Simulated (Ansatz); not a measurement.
Geometry optimisation, Ansatz, RKS BHLYP/6-31G*.

The input (input.yaml):

```yaml
crystal:
  periodic: [false, false, false]
  atoms:
    - { symbol: B, position_ang: [-0.003918, -0.189732, -0.181655] }
    - { symbol: H, position_ang: [-0.021666, -0.578842, 0.944371] }
    - { symbol: "N", position_ang: [1.225883, -0.092047, -0.847757] }
    - { symbol: H, position_ang: [2.091027, -0.152718, -0.351154] }
    - { symbol: H, position_ang: [1.326903, 0.293203, -1.76657] }
    - { symbol: "N", position_ang: [-1.249251, 0.090215, -0.80744] }
    - { symbol: H, position_ang: [-2.105064, -0.250696, -0.41697] }
    - { symbol: H, position_ang: [-1.3236, 0.275563, -1.789901] }
    - { symbol: O, position_ang: [-0.271779, 1.996032, 1.249168] }
    - { symbol: H, position_ang: [-0.880238, 1.865528, 0.519255] }
    - { symbol: H, position_ang: [-0.268197, 1.119794, 1.680052] }
basis:
  gaussian: { orbitals: "6-31G*" }
hamiltonian:
  xc: { name: BHLYP }
relax:
  f_tol: 0.03
  max_steps: 50
output:
  orbitals: {}
```

Launched with:

```bash
$ ansatz run input.yaml --threads 1 --pin off --max-ram 2048MiB --backend cpu --events-out ev --progress --plain --runs-dir out
```

Question: Where does it end, and by what steps?

Answer: It converged. After 33 steps the energy has fallen by 0.263 eV; H2 moved furthest, 1.70 Å.

```csv
step,energy less start (eV),largest force component (eV/Å),accepted
0,0.0000,1.101,yes
2,-0.1269,0.868,yes
4,-0.1592,0.460,yes
6,-0.1955,0.490,yes
8,-0.2096,0.059,yes
10,-0.2122,0.109,yes
12,-0.2136,0.053,yes
14,-0.2158,0.148,yes
16,-0.2175,0.113,yes
18,-0.2183,0.187,yes
20,-0.2209,0.079,yes
22,-0.2257,0.181,yes
24,-0.2390,0.567,yes
26,-0.2381,0.798,no
28,-0.2625,0.070,yes
30,-0.2628,0.076,yes
32,-0.2631,0.046,yes
33,-0.2634,0.023,yes
```

```xyz
11
Properties=species:S:1:pos:R:3
B -0.017 -0.726 -0.430
H 0.056 -1.881 -0.148
N 1.155 0.030 -0.574
H 2.065 -0.362 -0.450
H 1.140 1.028 -0.673
N -1.304 -0.130 -0.564
H -2.120 -0.709 -0.578
H -1.429 0.715 -1.092
O -0.390 2.422 0.650
H -0.833 1.567 0.684
H 0.196 2.423 1.407
```

Whether the end is a true minimum wasn't checked by a vibrational analysis.

Run time: 75 s on 1 thread of Intel(R) Xeon(R) Platinum 8488C (Sapphire Rapids), on a shared host, peak memory 0.16 GiB.
